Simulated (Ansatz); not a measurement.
A single point on `[CH3][Ge]([O]CC(F)(F)F)([O]CC(F)(F)F)[O]CC(F)(F)F`.

```yaml
crystal:
  periodic: [false, false, false]
  atoms:
    - {symbol: C, position_ang: [0.805111, 2.035368, 1.442162]}
    - {symbol: Ge, position_ang: [0.516899, 0.318554, 0.637677]}
    - {symbol: O, position_ang: [-0.543748, 0.250264, -0.790489]}
    - {symbol: C, position_ang: [-1.066391, 1.374059, -1.420940]}
    - {symbol: C, position_ang: [-0.117987, 1.896327, -2.480928]}
    - {symbol: F, position_ang: [-0.635074, 2.969850, -3.083666]}
    - {symbol: F, position_ang: [1.060309, 2.257544, -1.943499]}
    - {symbol: F, position_ang: [0.143580, 0.982338, -3.416829]}
    - {symbol: O, position_ang: [2.073020, -0.353261, 0.138962]}
    - {symbol: C, position_ang: [2.249775, -1.166394, -0.979138]}
    - {symbol: C, position_ang: [1.922049, -2.618089, -0.695331]}
    - {symbol: F, position_ang: [0.622650, -2.784872, -0.400918]}
    - {symbol: F, position_ang: [2.625421, -3.110520, 0.323313]}
    - {symbol: F, position_ang: [2.186126, -3.362275, -1.776537]}
    - {symbol: O, position_ang: [-0.200898, -0.810751, 1.796815]}
    - {symbol: C, position_ang: [-1.461139, -1.376058, 1.624089]}
    - {symbol: C, position_ang: [-2.541296, -0.470606, 2.178329]}
    - {symbol: F, position_ang: [-2.524307, 0.737185, 1.577346]}
    - {symbol: F, position_ang: [-3.750652, -1.000959, 1.974404]}
    - {symbol: F, position_ang: [-2.403692, -0.251666, 3.486066]}
    - {symbol: H, position_ang: [1.466523, 1.897453, 2.297983]}
    - {symbol: H, position_ang: [1.272507, 2.715620, 0.732147]}
    - {symbol: H, position_ang: [-0.142537, 2.444307, 1.791724]}
    - {symbol: H, position_ang: [-1.999731, 1.102899, -1.922346]}
    - {symbol: H, position_ang: [-1.279427, 2.204950, -0.737958]}
    - {symbol: H, position_ang: [1.637427, -0.861502, -1.834275]}
    - {symbol: H, position_ang: [3.302007, -1.127043, -1.273087]}
    - {symbol: H, position_ang: [-1.708792, -1.575060, 0.577063]}
    - {symbol: H, position_ang: [-1.507722, -2.317672, 2.177863]}
basis:
  gaussian: {orbitals: def2-QZVPP}
correlation: {method: mp2}
```

```sh
$ ansatz run in.yaml --threads 11 --pin off --events-out ev --progress --plain --max-ram 110592MiB --backend cuda --devices 0, --max-vram 75GiB
```

It prints (some lines left out):

```
Functional definition: HF
9043 factors; integrals over basis functions are off by at most 8.1e-4 eV
mean field evaluation 1: about -94301.5429 eV, gradient 8.8e1 eV
mean field evaluation 2: about -94302.0884 eV, gradient 8.8e1 eV
mean field evaluation 4: about -94316.0096 eV, gradient 8.2e0 eV
mean field evaluation 8: about -94316.2038 eV, gradient 7.1e-1 eV
mean field -94316.20489261 eV, -3466.0565999837 hartree, gradient 2.2e-6 eV, S^2 0.000000; 0 other end points of the search recorded, 0 dependent functions left out
28 core orbitals not correlated: weight in the atoms' cores, before any rotation towards them, 1.000 or more for the frozen orbitals, at most 0.000 for the correlated occupied ones
reference -94316.20489261 eV, -3466.0565999837 hartree; 66, 66 occupied and 1348, 1348 virtual orbitals, 9043 factors
second order -134.15355473 eV of doubles, -0.00000000 eV of singles
Total energy: -94450.35844734 eV, -3470.9866521873 hartree
```

It took 26 s on 11 threads of an AMD EPYC 7R13 on a shared host and a whole NVIDIA H100 80 GB, with 26 GiB of host memory at the peak.
